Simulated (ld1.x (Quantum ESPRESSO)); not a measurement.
# What one change does to a pseudopotential (Al (Z = 13), TM semilocal)

- Element: Al (Z = 13)
- Generator: ld1.x (Quantum ESPRESSO) 7.5
- Type: norm-conserving Troullier–Martins (semilocal form)
- Functional: PBE
- Relativity: scalar-relativistic
- Frozen core: [Ne]
- Valence charge: 3
- Reference configuration: 3s2 3p0 (charge +1)
- Partial waves: 3s (bound): rc 1.65 bohr; 3d channel at -0.15 Ry: rc 2.45 bohr; 3p (bound, empty): rc 2.35 bohr
- Local potential: the p channel
- Core correction: a·sin(br)/r model core inside 1.15 bohr

Change: core correction a·sin(br)/r model core inside 1.88 bohr.

Cutoffs: the cutoffs (Ry, on a coarse ladder) from which the occupation-weighted sum of valence levels, in a spherical-Bessel basis at the reference potential, stays within 10 and 1 mRy of its value at 400 Ry; they do not see the model core or the augmentation charge, which bear on the density cutoff. Errors are all-electron minus pseudo energies relative to the spin-unpolarised reference configuration.

What does the change do?

The potential gets neither clearly harder nor softer (10 Ry and 30 Ry → 10 Ry and 30 Ry); of the 7 tests that both files solve, the error grows in 1 and shrinks in 6 by more than 15 % and 0.3 meV (median size 2.7 → 0.1 meV); neither file shows a bound ghost. A semilocal file is local in each channel, so a ghost entry of none says nothing of the separable form that plane-wave codes build from it. A wider model core is smoother and lowers the density cutoff, which this test does not measure.

```csv
quantity,base,changed
"cutoff, loose",10 Ry,10 Ry
"cutoff, tight",30 Ry,30 Ry
bound ghosts,none,none
"error for 3s2 3p1, meV [ΔE -5.76 eV]",+2.1,-0.1
"error for 3s1 3p0, meV [ΔE 19.23 eV]",+4.7,+7.3
"error for 3s2 3p0.5, meV [ΔE -3.68 eV]",+0.8,0.0
"error for 3s1 3p2, meV [ΔE -0.62 eV]",-3.1,+0.1
"error for 3s2 3p1.3, meV [ΔE -6.34 eV]",+2.7,0.0
"error for 3s1 3p1, meV [ΔE 5.81 eV]",-2.7,+1.2
"error for 3s0 3p3, meV [ΔE 4.69 eV]",-13,+4.3
s: phases at 2.66 bohr within 0.05 rad from the reference energy up to (Ry; the scan ends near 5),1.7,1.7
p: phases at 2.66 bohr within 0.05 rad from the reference energy up to (Ry; the scan ends near 5),2.4,2.4
d: phases at 2.66 bohr within 0.05 rad from the reference energy up to (Ry; the scan ends near 5),2.8,2.8
```
